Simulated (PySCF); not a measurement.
GeOBr2, SMILES [O]=[Ge]([Br])[Br].

The structure is a stationary point at B3LYP-D3(BJ)/def2-SVP.

Two levels are set side by side: TDDFT-PBE/def2-SVPD (PySCF) and TDDFT-M06-2X/def2-SVPD (PySCF). Vertical, same geometry. The lowest singlet is HOMO→LUMO 99 % with PBE and HOMO→LUMO 92 % with the other functional; states are paired by order. Differences are taken from unrounded values.

```
quantity                              TDDFT-M06-2X
------------------------------------  ------------
lowest singlet excitation (eV)                4.27
lowest triplet excitation (TDA) (eV)          3.85
```

Task: What does TDDFT-PBE give, and how far is it from TDDFT-M06-2X? (The exact figures need the calculation; the answer reports its results.)

Result: 
| quantity | TDDFT-PBE | TDDFT-PBE minus TDDFT-M06-2X |
|---|---|---|
| lowest singlet excitation (eV) | 3.25 | -1.02 |
| lowest triplet excitation (TDA) (eV) | 2.82 | -1.03 |

A lower first singlet is the usual sign of a functional without exact exchange. Differences between two approximate levels are no errors against the true value.

Rough cost on one machine, each run with all the roots and properties that it gave: TDDFT-M06-2X against TDDFT-PBE about 10 times.
